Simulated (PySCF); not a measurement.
Compound: C7H7NOSi.
Numbering: `[CH:1]#[C:2][C@@H:3]1[C:4](=[O:5])[SiH2:6][C@@:7]1([CH3:8])[C:9]#[N:10]`

NICS is the negative of the GIAO shielding at a point without a nucleus: at the ring centre (0) and 1 Å above and below it (1); zz is the component along the ring normal. Level: GIAO PBE0/pcSseg-1 (PySCF, non-relativistic, gas phase) on the GFN2-xTB geometry, one conformer.

Ring bond lengths (Å), with Mayer bond orders in brackets: C3–C4 1.537 (0.85), C4–Si6 1.939 (0.85), Si6–C7 1.953 (0.79), C7–C3 1.566 (0.89).

**Question.** What do the NICS probes read (ppm)?

**Answer.** 
```json
{"ring": "C3–C4–Si6–C7", "type": "4-membered ring with Si; formal bonds all single", "NICS(0)": "7.6", "NICS(1), two faces": "-1.2 / -0.4", "NICS(1)zz, two faces": "0.5 / 2.5", "rms pucker (Å)": "0.08", "centre to ring atoms, mean (Å)": "1.23"}
```

**Question.** What can be read from them?

**Answer.** 
- C3–C4–Si6–C7: mean NICS(1)zz 1.5 ppm, near zero. C3, Si6, C7 have four or more neighbours; no verdict on aromaticity is drawn. NICS(0) lies 8 ppm above the mean NICS(1).

On one thread of an Arm Neoverse N1, shared host with 64 logical CPUs at a one-minute load of 60, this took 92 s wall (with the writing of density and orbital grids) and 1.0 GiB of memory at its peak. This is the whole shielding run at PBE0/pcSseg-1, SCF included.
